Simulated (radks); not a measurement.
N6+, configuration 1s0.75 2s0.25 (fractional occupations, a model configuration). All-electron calculation, Dirac Kohn-Sham, PW91, spin-unpolarised, spherical densities, finite nucleus; Fermi nuclear charge, rms radius 2.5582 fm. Program: a radial shooting solver on a logarithmic mesh with Libxc functionals.

Normalised radial functions P(r) = r R(r) (large component), r in bohr:

```
   r/bohr * 1s1/2, o 2s1/2 (the largest magnitude, 1.93, reaches the edge; | marks zero, & curves that meet)
  0.01706                             |  o    *
  0.02275                             |  o      *
  0.03035                             |   o        *
  0.04047                             |    o          *
  0.05398                             |     o            *
    0.072                             |      o               *
  0.09603                             |       o                *
   0.1281                             |       o                  *
   0.1695                             |      o                   *
    0.226                             |   o                   *
   0.3015                            o|                  *
   0.4021                      o      |            *
   0.5363                 o           |      *
   0.7153             o               |  *
    0.954              o              |*
    1.272                   o         *
    1.697                        o    *
    2.263                            o*
    3.019                             &
```

1s1/2: eigenvalue -626.42 eV, 0 radial nodes, <r> = 0.215 bohr, 90 % of the charge inside 0.382 bohr. 2s1/2: eigenvalue -144.50 eV, 1 radial node at r = 0.288 bohr, <r> = 0.893 bohr, 90 % of the charge inside 1.36 bohr.
